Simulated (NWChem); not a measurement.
# SiH$_{3}$O$_{4}$, doublet; SMILES [Si](O)(O)(O)[O]

```xyz
8

O     -0.2921     1.0186    -1.3392
Si    -0.0257    -0.0043    -0.0493
O     -1.3552    -0.9542     0.1121
O      1.2587    -1.0240    -0.1535
O      0.2735     1.0646     1.1755
H     -1.1648    -1.8775     0.3333
H      2.1350    -0.6158    -0.1171
H     -0.4048     1.7403     1.3220
```
Atoms are numbered in this order, from 1.

Level: B3LYP/6-31G* (spherical d), spin-unrestricted (NWChem), optimised geometry, unscaled harmonic frequencies. The radical's symmetric form is orbitally degenerate, so geometry and low modes hang on which distorted state is reached. B3LYP is NWChem's, with the RPA form of VWN correlation.

| frequency (cm⁻¹) | IR intensity (km/mol) |
|---|---|
| 129 | 38.0 |
| 219 | 36.0 |
| 242 | 165.6 |
| 295 | 3.3 |
| 312 | 22.5 |
| 336 | 65.7 |
| 342 | 55.9 |
| 381 | 112.2 |
| 751 | 2.9 |
| 844 | 135.4 |
| 850 | 163.2 |
| 858 | 180.1 |
| 885 | 72.7 |
| 996 | 206.2 |
| 1021 | 215.4 |
| 3793 | 117.9 |
| 3798 | 72.7 |
| 3809 | 80.3 |

```
Item                                                                                                  Value
-----------------------------------------------------------------------------------------  ----------------
zero-point energy                                                                             28.4 kcal/mol
thermal correction to the enthalpy at 298.15 K (with zero-point energy)                       33.3 kcal/mol
heat capacity Cv                                                                           23.2 cal/(mol K)
entropy at 298.15 K and 1 atm (symmetry number 1, electronic part: spin degeneracy alone)  81.0 cal/(mol K)
dipole moment                                                                                        1.74 D
```

Rigid rotor and harmonic oscillator.
